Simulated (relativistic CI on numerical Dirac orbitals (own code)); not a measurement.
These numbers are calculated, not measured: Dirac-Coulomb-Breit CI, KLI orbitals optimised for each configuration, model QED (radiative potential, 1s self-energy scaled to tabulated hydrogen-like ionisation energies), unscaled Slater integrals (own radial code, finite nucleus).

The strongest absorption lines from the ground level of an ion, among the configurations computed and to levels below about 230 eV (vacuum wavelength in Å, gf): 77.781 (0.85), 105.02 (1.6), 105.30 (1), 108.88 (4.8), 109.63 (5.1), 109.77 (1.1), 144.26 (1.6), 145.71 (2.4).

Q: Which ion is it?
A. Bi18+
B. Fr22+
C. At20+
D. Tl16+

A: A. Bi18+ has 65 electrons and the ground level 4f¹⁴5s²5p³ ²P°3/2; the strongest line goes to 4f¹⁴5s²5p²5d ⁴P5/2. The pattern of lines fixes the number of electrons, and along that sequence the line energies rise steadily with the charge (about as its square where n changes within one kind of shell, about linearly where n is kept but much faster in heavy ions where fine structure, which grows about as Z⁴, sets the gap, and irregularly where shells cross), which fixes Z. Configurations outside the model, such as inner-shell arrays, can give stronger lines. At this charge energies of transitions that change n are usually good to better than 1 %, and those within a shell (Δn = 0) to a few per cent.

LS names give the leading component of a level, which can be under half, so a name can repeat, a term be missing and a line seem to break the LS rules.
